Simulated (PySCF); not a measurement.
# Computed vibrations of [Eu(NH2)4]−

[Eu(NH2)4]− (singlet in the valence; each metal's 4f electrons, 6 of them, lie in its core potential, out of spins and levels). PySCF 2.14.0, RKS PBE0, Eu lcecp-1-SVP with ECP52, N def2-SVP, H def2-SVP; non-relativistic Hamiltonian with scalar-relativistic core potentials where named; density fitting; no spin-orbit coupling. Central differences of gradients.

```xyz
13

Eu    0.0000    0.0000    0.0000
N     1.1560    1.4043    1.4043
H     1.5608    1.1651    2.3110
H     1.5608    2.3110    1.1651
N    -1.1560   -1.4043    1.4043
H    -1.5608   -1.1651    2.3110
H    -1.5608   -2.3110    1.1651
N     1.1560   -1.4043   -1.4043
H     1.5608   -2.3110   -1.1651
H     1.5608   -1.1651   -2.3110
N    -1.1560    1.4043   -1.4043
H    -1.5608    2.3110   -1.1651
H    -1.5608    1.1651   -2.3110
```

Run from Python with OMP_NUM_THREADS=2. Where DIIS fails, smearing, a level shift and second-order steps follow.
It took 99 s on 2 threads of Arm Neoverse V1, on a shared host.

(1) What are the harmonic wavenumbers and infrared intensities?

(2) Is this a minimum?

An lcecp potential fixes the number of 4f electrons, so in runs with it no electron can move into or out of that shell.

## Answers

(1) Modes are labelled in D2d; negative numbers are unstable modes, those under 60 cm⁻¹ near the noise; a finer grid moves soft modes by up to 10 cm⁻¹.
```
cm⁻¹  km/mol  symmetry
-138       –        a2
  63    13.5         e
  63    13.5         e
  79     0.0        b2
  90     0.0        b1
  96     0.0        a1
 126     3.4         e
 126     3.4         e
 206     0.0        b1
 270     0.0        a2
 314    55.3         e
 314    55.3         e
 339   134.7         e
 339   134.7         e
 358   253.9        b2
 358     0.0        a1
 359     0.0        b1
 445   202.8         e
 445   202.8         e
 451   162.9        b2
 475     0.0        a1
1512    23.4        b2
1512     5.9         e
1512     5.9         e
1517     0.0        a1
3509     9.9        b2
3509    10.8         e
3509    10.8         e
3510     0.0        a1
3595     0.0        a2
3595     0.0        b1
3595     9.9         e
3595     9.9         e
```

(2) No: 1 unstable; the lowest moves the atoms so:
```
Eu   0.00  0.00  0.00
N    0.00  0.00  0.00
H    0.31 -0.08 -0.16
H   -0.31  0.16  0.08
N    0.00  0.00  0.00
H    0.31 -0.08  0.16
H   -0.31  0.16 -0.08
N    0.00  0.00  0.00
H   -0.31 -0.16 -0.08
H    0.31  0.08  0.16
N    0.00  0.00  0.00
H   -0.31 -0.16  0.08
H    0.31  0.08 -0.16
```
